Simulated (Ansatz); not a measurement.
Gas-phase electronic energies from Ansatz, PBE0-D4/def2-TZVP geometries. CCSD(T)/CBS is the MP2 limit (def2-TZVPP, def2-QZVPP) plus CCSD(T) − MP2 in def2-TZVPP, frozen cores. This one scheme is used for every species. Functionals use def2-TZVPP. Each species was taken in one conformer, which may not be the lowest.

Reaction (cleavage of the Si–B bond): `B[Si](C)(C)C` + `NN` → `C[Si](C)(C)NN` + BH₃

`B[Si](C)(C)C`:

Cartesian coordinates in Å:
```
B -2.099 0.042 0.255
Si -0.103 -0.047 -0.007
C 0.544 1.629 0.578
C 0.369 -0.286 -1.811
C 0.691 -1.401 1.027
H -2.616 -0.264 1.293
H -2.833 0.466 -0.592
H 1.632 1.662 0.468
H 0.309 1.807 1.630
H 0.123 2.450 -0.007
H 0.012 -1.246 -2.193
H 1.456 -0.263 -1.936
H -0.059 0.501 -2.436
H 0.343 -2.391 0.724
H 1.780 -1.385 0.921
H 0.453 -1.275 2.086
```

`NN`:

Cartesian coordinates in Å:
```
N -0.197 -0.223 0.679
N 0.483 0.399 -0.396
H -1.115 -0.564 0.416
H 0.357 -1.010 0.989
H 0.224 0.016 -1.298
H 0.248 1.383 -0.390
```

`C[Si](C)(C)NN`:

Z-matrix (Å, degrees):
```
C
Si 1 1.877
H 1 1.094 2 111.1
H 1 1.093 2 111.2 3 120.3
H 1 1.094 2 111.5 3 -119.3
C 2 1.869 1 110.5 3 -64.6
C 2 1.872 1 107.9 3 57.5
N 2 1.728 1 111.7 3 177.6
H 6 1.093 2 111.2 1 179.2
H 6 1.093 2 111.4 1 -60.1
H 6 1.093 2 110.7 1 59.4
H 7 1.093 2 111.0 1 -176.8
H 7 1.094 2 111.2 1 63.0
H 7 1.094 2 111.1 1 -56.4
N 8 1.410 2 124.1 1 -57.1
H 8 1.006 2 122.2 1 102.8
H 15 1.014 8 111.1 2 48.4
H 15 1.013 8 109.9 2 -71.3
```

BH₃:

```xyz
4

B     0.000    0.000    0.000
H     0.490   -1.087    0.052
H     0.145    0.674   -0.974
H    -0.635    0.413    0.922
```

| level | ΔE (kJ/mol) | difference from CCSD(T)/CBS |
| --- | --- | --- |
| revPBE-D4 | -65.7 | 11.2 |
| PBE0-D4 | -68.1 | 8.8 |
| ωB97M-V | -82.1 | -5.2 |
| r2SCANh | -74.4 | 2.5 |
| CAM-B3LYP | -79.6 | -2.7 |
| LC-ωPBE | -71.1 | 5.8 |
| HF/def2-SVP | -79.5 | -2.6 |
| MP2/def2-SVP | -81.9 | -5.0 |
| MP2/def2-QZVPP | -85.8 | -8.9 |
| MP2/CBS(def2) | -85.5 | -8.6 |
| CCSD(T)/CBS | -76.9 | 0 |

Largest T1 diagnostic among the species: 0.010.

At CCSD(T), def2-SVP lies +3.7 kJ/mol from the extrapolated value and def2-TZVPP −0.2 kJ/mol. The D4 term adds −6.9 kJ/mol with B3LYP and −4.0 kJ/mol with PBE0; it sums over pairs of atoms, weighted by their polarisabilities, and B3LYP, whose exchange is more repulsive, gets the larger term.

B3LYP here is the variant with VWN-RPA as its local correlation; programs differ in this.
